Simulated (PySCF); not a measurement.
C3H8AlClO (SMILES CC(C)[O][AlH][Cl]), singlet, geometry from GFN2-xTB (such geometries of metal compounds can be far from the true shape); B3LYP/6-31G (PySCF).

Here is a job for PySCF.
```python
from pyscf import gto, scf, dft, solvent

mol = gto.M(
    atom='''
Al   -0.41671183    1.13294748    0.60971342
Cl    1.34808423    1.95012156    1.18356138
H    -1.72524687    1.73931974    1.05934071
O    -0.56998876   -0.18205031   -0.35845497
C    -0.72196858   -1.34623213   -1.12246266
C    -1.29234146   -2.46218788   -0.25178393
C     0.62279566   -1.74658450   -1.72466302
H    -1.43023024   -1.12396114   -1.93367402
H    -0.59945235   -2.68617039    0.55671558
H    -1.45252755   -3.35881157   -0.84430586
H    -2.23886364   -2.14580617    0.18006891
H     1.01696121   -0.92916745   -2.32413562
H     1.32998042   -1.96341382   -0.92699915
H     0.50819707   -2.62594344   -2.35273075
''',
    basis='6-31g',
    verbose=4,
)

mf = dft.RKS(mol)
mf.xc = 'b3lyp'
mf.kernel()
mf.analyze()
```

What the program printed (banner, timings and long lists left out):

```
PySCF version 2.14.0

[INPUT] verbose = 4
[INPUT] num. atoms = 14
[INPUT] num. electrons = 64
[INPUT] charge = 0
[INPUT] spin (= nelec alpha-beta = 2S) = 0
[INPUT] symmetry False subgroup None
[INPUT] Mole.unit = angstrom
[INPUT] Symbol           X                Y                Z      unit          X                Y                Z       unit  Magmom
[INPUT]  1 Al    -0.416711830000   1.132947480000   0.609713420000 AA   -0.787471231566   2.140960450716   1.152191378272 Bohr   0.0
[INPUT]  2 Cl     1.348084230000   1.950121560000   1.183561380000 AA    2.547509987545   3.685195658010   2.236606859812 Bohr   0.0
[INPUT]  3 H     -1.725246870000   1.739319740000   1.059340710000 AA   -3.260244081563   3.286837951650   2.001863814502 Bohr   0.0
[INPUT]  4 O     -0.569988760000  -0.182050310000  -0.358454970000 AA   -1.077122650480  -0.344025226792  -0.677381721289 Bohr   0.0
[INPUT]  5 C     -0.721968580000  -1.346232130000  -1.122462660000 AA   -1.364322886741  -2.544010025790  -2.121147012451 Bohr   0.0
[INPUT]  6 C     -1.292341460000  -2.462187880000  -0.251783930000 AA   -2.442171418821  -4.652860760423  -0.475802670267 Bohr   0.0
[INPUT]  7 C      0.622795660000  -1.746584500000  -1.724663020000 AA    1.176913228968  -3.300566358410  -3.259140764965 Bohr   0.0
[INPUT]  8 H     -1.430230240000  -1.123961140000  -1.933674020000 AA   -2.702743448671  -2.123978729254  -3.654114311987 Bohr   0.0
[INPUT]  9 H     -0.599452350000  -2.686170390000   0.556715580000 AA   -1.132800766227  -5.076126361016   1.052039975478 Bohr   0.0
[INPUT] 10 H     -1.452527550000  -3.358811570000  -0.844305860000 AA   -2.744879257885  -6.347233971320  -1.595506840765 Bohr   0.0
[INPUT] 11 H     -2.238863640000  -2.145806170000   0.180068910000 AA   -4.230839109847  -4.054985977702   0.340280923449 Bohr   0.0
[INPUT] 12 H      1.016961210000  -0.929167450000  -2.324135620000 AA    1.921778166206  -1.755872004361  -4.391979798146 Bohr   0.0
[INPUT] 13 H      1.329980420000  -1.963413820000  -0.926999150000 AA    2.513298744834  -3.710314388986  -1.751774511205 Bohr   0.0
[INPUT] 14 H      0.508197070000  -2.625943440000  -2.352730750000 AA    0.960353279606  -4.962313920198  -4.446016762343 Bohr   0.0

nuclear repulsion = 343.864347356369
number of shells = 50
number of NR pGTOs = 212
number of NR cGTOs = 78
basis = 6-31g
ecp = {}

******** <class 'pyscf.dft.rks.RKS'> ********
method = RKS
initial guess = minao
damping factor = 0
level_shift factor = 0
DIIS = <class 'pyscf.scf.diis.CDIIS'>
diis_start_cycle = 1
diis_space = 8
diis_damp = 0
SCF conv_tol = 1e-09
SCF conv_tol_grad = None
SCF max_cycles = 50
direct_scf = True
direct_scf_tol = 1e-13
XC library pyscf.dft.libxc version 7.1.2
    S. Lehtola, C. Steigemann, M. J. T. Oliveira, and M. A. L. Marques,  SoftwareX 7, 1–5 (2018)
XC functionals = b3lyp
    P. J. Stephens, F. J. Devlin, C. F. Chabalowski, and M. J. Frisch,  J. Phys. Chem. 98, 11623 (1994)
radial grids:
    Treutler-Ahlrichs [JCP 102, 346 (1995); DOI:10.1063/1.469408] (M4) radial grids

becke partition: Becke, JCP 88, 2547 (1988); DOI:10.1063/1.454033
pruning grids: <function nwchem_prune>
grids dens level: 3
symmetrized grids: False
atomic radii adjust function: <function treutler_atomic_radii_adjust>
small_rho_cutoff = 0
Set gradient conv threshold to 3.16228e-05
Initial guess from minao.
tot grids = 172960
init E= -897.464042453617
  HOMO = -0.353170732432215  LUMO = -0.0532665910836196  gap/eV = 8.16081
cycle= 1 E= -896.841570925466  delta_E= 0.622  |g|= 0.854  |ddm|= 3.26
  HOMO = -0.111643346184167  LUMO = 0.0105501526605096  gap/eV = 3.32505
cycle= 2 E= -896.280769617664  delta_E= 0.561  |g|= 1.81  |ddm|= 2.44
  HOMO = -0.292584525784371  LUMO = -0.034556888027294  gap/eV = 7.02129
cycle= 3 E= -896.987509356629  delta_E= -0.707  |g|= 0.249  |ddm|=  1.9
  HOMO = -0.279937819556305  LUMO = -0.0285860978373171  gap/eV = 6.83963
cycle= 4 E= -897.003187171377  delta_E= -0.0157  |g|= 0.0683  |ddm|= 0.37
  HOMO = -0.279112878305827  LUMO = -0.0303820766878526  gap/eV = 6.76831
cycle= 5 E= -897.004491097531  delta_E= -0.0013  |g|= 0.00711  |ddm|= 0.0843
  HOMO = -0.280601156622311  LUMO = -0.0304724733574655  gap/eV = 6.80635
cycle= 6 E= -897.004507048646  delta_E= -1.6e-05  |g|= 0.0027  |ddm|= 0.0133
  HOMO = -0.28053548924626  LUMO = -0.030390866203533  gap/eV = 6.80678
cycle= 7 E= -897.004508825343  delta_E= -1.78e-06  |g|= 0.000557  |ddm|= 0.00309
  HOMO = -0.280601753484524  LUMO = -0.0303704305825572  gap/eV = 6.80914
cycle= 8 E= -897.004508927321  delta_E= -1.02e-07  |g|= 6.06e-05  |ddm|= 0.000882
  HOMO = -0.280602733583295  LUMO = -0.0303799288122699  gap/eV = 6.80891
cycle= 9 E= -897.004508928705  delta_E= -1.38e-09  |g|= 1.39e-05  |ddm|= 0.000131
  HOMO = -0.280600573718196  LUMO = -0.0303782310732217  gap/eV = 6.80890
cycle= 10 E= -897.00450892875  delta_E= -4.43e-11  |g|= 5.87e-06  |ddm|= 2.55e-05
  HOMO = -0.280599559416499  LUMO = -0.0303782016202594  gap/eV = 6.80887
Extra cycle  E= -897.00450892875  delta_E=    0  |g|= 7.89e-06  |ddm|= 1.42e-05
converged SCF energy = -897.00450892875
**** SCF Summaries ****
Total Energy =                        -897.004508928749829
Nuclear Repulsion Energy =             343.864347356369478
One-electron Energy =                -1919.128737324788744
Two-electron Energy =                  678.259881039669267
Two-electron Coulomb Energy =          753.248693742258979
DFT Exchange-Correlation Energy =      -74.988812702589698
HOMO-LUMO gap [eV] =                     6.808869957441998
**** MO energy ****
MO #1   energy= -101.509177566335  occ= 2
MO #2   energy= -56.0907041615327  occ= 2
MO #3   energy= -19.1362767236928  occ= 2
MO #4   energy= -10.2487873067523  occ= 2
MO #5   energy= -10.1731879901547  occ= 2
MO #6   energy= -10.1698244493212  occ= 2
MO #7   energy= -9.44798934364001  occ= 2
MO #8   energy= -7.20742257835572  occ= 2
MO #9   energy= -7.20225782635931  occ= 2
MO #10  energy= -7.20133555486845  occ= 2
MO #11  energy= -4.19322269059033  occ= 2
MO #12  energy= -2.74671249167136  occ= 2
MO #13  energy= -2.74607506654163  occ= 2
MO #14  energy= -2.74289285221467  occ= 2
MO #15  energy= -1.00345172415858  occ= 2
MO #16  energy= -0.830204946948696 occ= 2
MO #17  energy= -0.778550792962608 occ= 2
MO #18  energy= -0.698234976104889 occ= 2
MO #19  energy= -0.60818194886639  occ= 2
MO #20  energy= -0.511128661055465 occ= 2
MO #21  energy= -0.465949636172748 occ= 2
MO #22  energy= -0.439194466422418 occ= 2
MO #23  energy= -0.422424720276258 occ= 2
MO #24  energy= -0.396704683970056 occ= 2
MO #25  energy= -0.395233549389338 occ= 2
MO #26  energy= -0.377951295043407 occ= 2
MO #27  energy= -0.366861860756092 occ= 2
MO #28  energy= -0.35610703552047  occ= 2
MO #29  energy= -0.3407271037055   occ= 2
MO #30  energy= -0.322101068488993 occ= 2
MO #31  energy= -0.292064171826445 occ= 2
MO #32  energy= -0.280599559416499 occ= 2
MO #33  energy= -0.0303782016202594 occ= 0
MO #34  energy= -0.00236071631003254 occ= 0
MO #35  energy= 0.052421546458872  occ= 0
MO #36  energy= 0.0936655994160298 occ= 0
MO #37  energy= 0.0990123122208333 occ= 0
MO #38  energy= 0.131219660805563  occ= 0
MO #39  energy= 0.134875811982871  occ= 0
MO #40  energy= 0.151605520715038  occ= 0
 ** Mulliken pop on meta-lowdin orthogonal AOs  **
 ** Mulliken pop  **
 ** Mulliken atomic charges  **
charge of    0Al =      0.75373
charge of    1Cl =     -0.30061
charge of    2H =     -0.13477
charge of    3O =     -0.58933
charge of    4C =      0.15989
charge of    5C =     -0.32019
charge of    6C =     -0.32083
charge of    7H =      0.09975
charge of    8H =      0.10657
charge of    9H =      0.10904
charge of   10H =      0.11117
charge of   11H =      0.11084
charge of   12H =      0.10843
charge of   13H =      0.10631
Dipole moment(X, Y, Z, Debye): -1.43401, -1.87781, -1.14760
```
